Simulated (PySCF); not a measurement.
C₄H₃Cl₂F, SMILES F[C@@H](Cl)C=C=CCl.

Coordinates come from a TPSSh-D3(BJ)/def2-SVP optimisation. The structure was generated by enumeration; whether it is a known compound was not checked. Other conformers were not sampled.

Vertical ionisation energy (IE) and electron affinity (EA) in eV. Rows of orbital energies are one-electron estimates. Where ΔSCF, EOM or ADC give a negative EA the extra electron is unbound and the value depends on the basis.

| level | IE | EA |
|---|---|---|
| −ε(HOMO), −ε(LUMO), ωB97X/def2-TZVP (PySCF) | 10.20 | -0.69 |
| −ε(HOMO), −ε(LUMO), PBE/def2-TZVP (PySCF) | 6.64 | 2.46 |
